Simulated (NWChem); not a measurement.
SiN2H5OF; SMILES N[Si](N)(F)O

```xyz
10

N      0.7361     1.2494     1.0128
Si    -0.0444     0.0888     0.0569
N      0.2650    -1.4613     0.6970
O     -1.6038     0.6375    -0.0580
F      0.4610    -0.0588    -1.4883
H      1.6681     1.1038     1.3760
H      0.4524     2.2203     1.0088
H      0.3052    -2.2754     0.0971
H      0.0331    -1.6960     1.6535
H     -2.0789     0.3580    -0.8453
```
Atoms are numbered in this order, from 1.

Level: PBE0/def2-SVP (NWChem), optimised geometry, unscaled harmonic frequencies. 

```csv
frequency (cm⁻¹),IR intensity (km/mol)
157,30.2
222,15.9
252,2.4
261,35.2
313,119.8
336,137.9
348,43.1
350,90.5
380,172.5
439,5.1
754,8.2
774,21.6
803,2.3
833,116.2
906,201.7
980,241.9
998,246.4
1526,106.7
1533,50.5
3637,42.6
3645,38.7
3742,44.5
3754,51.4
3944,100.0
```

| Property | Result |
|---|---|
| zero-point energy | 44.1 kcal/mol |
| thermal correction to the enthalpy at 298.15 K (with zero-point energy) | 49.4 kcal/mol |
| heat capacity Cv | 26.5 cal/(mol K) |
| entropy at 298.15 K and 1 atm (symmetry number 1) | 81.7 cal/(mol K) |
| dipole moment | 1.24 D |

Rigid rotor and harmonic oscillator.
